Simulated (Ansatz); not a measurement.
Process, species as SMILES: C=CCCCCC -> [CH2]CCCCC=C + H atom (the C-H bond at the site shown breaks; other sites are not compared here)
Structures are relaxed separately at B3LYP-D3(BJ)/def2-TZVP in Ansatz (a quantum-chemistry and plane-wave program), one conformer each, not searched for the lowest.

Quantity: bond dissociation energy (electronic energy difference), in kcal/mol. Correlated levels leave the core frozen unless marked. Open shells are spin-unrestricted. Spin-orbit coupling is left out. Non-relativistic. Basis-set limits of correlation are two-point, X^-3; Hartree-Fock from the larger set. [CCSD(T)-MP2]/basis is that difference in the basis named.

| level | program | bond dissociation energy (kcal/mol) | minus last row |
|---|---|---|---|
| PBE/def2-TZVPD | Ansatz | 104.8 | -5.0 |
| BLYP/def2-TZVPD | Ansatz | 104.8 | -5.0 |
| revPBE-D3(BJ)/def2-TZVPD | Ansatz + dftd3 | 103.8 | -6.0 |
| B3LYP-D4/def2-TZVPD | Ansatz + dftd4 | 106.8 | -3.0 |
| PBE0/6-31G* | Ansatz | 106.8 | -3.0 |
| PBE0/def2-TZVP | Ansatz | 104.9 | -4.9 |
| r2SCANh/def2-TZVPD | Ansatz | 103.3 | -6.5 |
| CAM-B3LYP/def2-TZVPD | Ansatz | 107.0 | -2.8 |
| B2GP-PLYP/def2-TZVPD | Ansatz | 106.6 | -3.2 |
| B2PLYP-D4/def2-TZVPD | Ansatz + dftd4 | 106.7 | -3.1 |
| MP2/cc-pVTZ | Ansatz | 108.0 | -1.8 |
| SCS-MP2/6-31G* | Ansatz | 102.3 | -7.5 |
| CCSD/6-31G | Ansatz | 97.9 | -11.9 |
| CCSD/6-31G* | Ansatz | 101.3 | -8.5 |
| RI-MP2/CBS(cc-pVTZ,cc-pVQZ)+[CCSD(T)-MP2]/cc-pVTZ | Ansatz | 109.8 | 0.0 |
